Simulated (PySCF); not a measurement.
Species: `CC[P@@H](=S)C(C)(C)C`. The columns A, B, C and D hold Mulliken, IAO, Hirshfeld and ESP-fitted charges (e) of one PBE0/pcSseg-1 density (PySCF), in a shuffled order. Coordinates in Å (GFN2-xTB); the density's dipole moment is (-1.01, -4.25, 1.07) D.

```
atom       x       y       z       A       B       C       D
  C1   3.207  -0.054   0.074  -0.417  -0.263  -0.326  -0.118
  C2   1.806  -0.549  -0.260  -0.470  -0.462  -0.011  -0.103
  P3   0.587   0.740   0.245  +0.930  +0.451  -0.150  +0.326
  S4   0.911   2.488  -0.506  -0.617  -0.390  -0.323  -0.303
  C5  -1.140   0.052   0.017  -0.137  -0.758  +0.462  -0.007
  C6  -1.276  -1.307   0.694  -0.418  -0.156  -0.451  -0.118
  C7  -1.412  -0.032  -1.479  -0.422  -0.147  -0.354  -0.122
  C8  -2.065   1.074   0.675  -0.421  -0.147  -0.512  -0.121
  H9   3.958  -0.774  -0.245  +0.148  +0.127  +0.093  +0.046
 H10   3.310   0.105   1.147  +0.140  +0.118  +0.114  +0.040
 H11   3.398   0.894  -0.427  +0.161  +0.144  +0.110  +0.034
 H12   1.700  -0.697  -1.339  +0.156  +0.166  +0.104  +0.048
 H13   1.590  -1.488   0.253  +0.148  +0.152  +0.071  +0.045
 H14   0.706   0.668   1.644  -0.069  +0.060  +0.124  -0.006
 H15  -0.714  -2.072   0.162  +0.138  +0.122  +0.104  +0.040
 H16  -2.323  -1.606   0.707  +0.148  +0.125  +0.124  +0.047
 H17  -0.923  -1.263   1.724  +0.137  +0.115  +0.117  +0.039
 H18  -2.455  -0.283  -1.664  +0.142  +0.120  +0.104  +0.044
 H19  -1.201   0.929  -1.948  +0.156  +0.137  +0.100  +0.033
 H20  -0.788  -0.791  -1.949  +0.134  +0.113  +0.086  +0.038
 H21  -1.836   1.171   1.737  +0.137  +0.115  +0.133  +0.039
 H22  -1.939   2.050   0.206  +0.158  +0.140  +0.136  +0.034
 H23  -3.106   0.771   0.571  +0.141  +0.119  +0.143  +0.044
```

Q: Which column most likely holds the ESP-fitted charges?

A: C. Σ q r misses the density's dipole by 0.08 D (C), 0.68 D (A), 1.02 D (B), 1.45 D (D). Charges fitted to the outside potential are the only set here that is tied to the molecule's multipoles.

Q: And the Hirshfeld charges?

A: D. The mean sizes are 0.078 e (D), 0.185 e (C), 0.202 e (B), 0.258 e (A), and Hirshfeld charges are commonly the smallest of these schemes.

As computed, A = IAO, B = Mulliken, C = ESP-fitted, D = Hirshfeld. Hydrogens on carbon: IAO +0.13 to +0.16, Mulliken +0.11 to +0.17, ESP-fitted +0.07 to +0.14, Hirshfeld +0.03 to +0.05 e.

The Mulliken scheme counts on each atom the diagonal of the density matrix times the overlap matrix over that atom's basis functions. The ESP scheme is a least-squares fit of atom-centred charges to the potential on four shells outside the van der Waals surface, with the total charge fixed.

Geometry: GFN2-xTB, one conformer, isolated molecule.

The values belong to the conformer `[CH3:1][CH2:2][P@@H:3](=[S:4])[C:5]([CH3:6])([CH3:7])[CH3:8]`: C1–C2–P3–S4 55°, C2–P3–C5–C6 51°.
